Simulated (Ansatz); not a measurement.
```yaml
crystal:
  periodic: [true, true, true]
  atoms:
    - {symbol: N, position_ang: [0.747782, 1.292954, 1.547985]}
    - {symbol: In, position_ang: [0.545776, 0.103889, -0.063389]}
    - {symbol: O, position_ang: [1.882506, 0.809478, -1.369977]}
    - {symbol: B, position_ang: [-0.946704, -1.498698, -0.488732]}
    - {symbol: S, position_ang: [-2.694991, -1.294743, -0.525424]}
    - {symbol: H, position_ang: [1.594683, 1.837701, 1.617334]}
    - {symbol: H, position_ang: [0.461409, 0.980030, 2.462237]}
    - {symbol: H, position_ang: [1.851858, 0.380685, -2.227054]}
    - {symbol: H, position_ang: [-0.615975, -2.620854, -0.729886]}
    - {symbol: H, position_ang: [-2.826354, 0.009569, -0.223094]}
basis:
  gaussian: {orbitals: def2-SVPD}
hamiltonian: {xc: {name: revPBE0}}
scf: {lower_state_search: full}
output: {forces: true}
```

```sh
$ ansatz run in.yaml --threads 4 --pin off --events-out ev --progress --plain --max-ram 10444MiB
```

Output, abridged:

```
Error: YAML parse error: error: line 2 column 3: crystal: missing field `lattice` (a structure is typed as `lattice` and `atoms`, a molecule's as `atoms` in Å alone, or read from a run's directory, `checkpoint`)
 --> <input>:2:3
1 | crystal:
2 |   periodic: [true, true, true]
3 |   atoms:
4 |     - {symbol: N, position_ang: [0.747782, 1.292954, 1.547985]}
```

Something in this input is off. What?

The molecule is marked periodic without a cell. The program refused the input.
